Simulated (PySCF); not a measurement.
SnC⁺: energy against distance

Set-up: basis Sn cc-pVDZ-PP with ECP28, C cc-pVDZ; scalar-relativistic core potentials; PySCF 2.14. Energies in eV from Sn⁺ + C in their ground configurations at the same level. State: ⁴Σ⁻ (quartet), unpaired electrons σ ↑, π ↑↑.

| R (Å) | UHF-MP2 | UHF | r²SCAN |
| --- | --- | --- | --- |
| 1.833 | -1.309 | -0.637 | -1.946 |
| 1.919 | -1.857 | -1.177 | -2.483 |
| 2.004 | -2.153 | -1.456 | -2.780 |
| 2.068 | -2.252 | -1.541 | -2.887 |
| 2.132 | -2.272 | -1.544 | -2.920 |
| 2.196 | -2.230 | -1.487 | -2.896 |
| 2.281 | -2.100 | -1.343 | -2.801 |
| 2.388 | -1.850 | -1.097 | -2.614 |
| 2.516 | -1.455 | -0.772 | -2.335 |
| 2.686 | -0.887 | -0.415 | -1.935 |

Put a parabola through the three lowest points of the UHF-MP2 curve and estimate Re, k and ωe (reduced mass 10.91 u; 1 eV/Å² = 0.16022 mdyn/Å; ωe = 1302.8·√(k/μ) cm⁻¹).

Through R = 2.068, 2.132, 2.196 Å the second-order coefficient is 7.57 eV/Å², so Re ≈ 2.121 Å, k ≈ 2.43 mdyn/Å and ωe ≈ 614 cm⁻¹. A polynomial fit of higher order to the unrounded UHF-MP2 energies gives Re = 2.118 Å, k = 2.55 mdyn/Å, ωe = 629 cm⁻¹; anharmonicity and rounding make the difference.

The higher-order fit for each curve: UHF-MP2: Re = 2.118 Å, ωe = 629 cm⁻¹, De = 2.27 eV; UHF: Re = 2.103 Å, ωe = 649 cm⁻¹, De = 1.55 eV; r²SCAN: Re = 2.134 Å, ωe = 582 cm⁻¹, De = 2.92 eV.

Correlated steps freeze 5 core orbitals. Correlated levels converge slowly with the basis: in double zeta they bind strong bonds too weakly, by up to about 1 eV, and carry superposition errors of some tenths. These are scalar-relativistic numbers at best; spin–orbit coupling would shift them, the dissociation energy most. For an ion De counts to the pair picked by the measured ionisation energies or electron affinities, which need not be the lowest pair at this level. The state was picked by a PBE0 search and need not be the measured ground state.
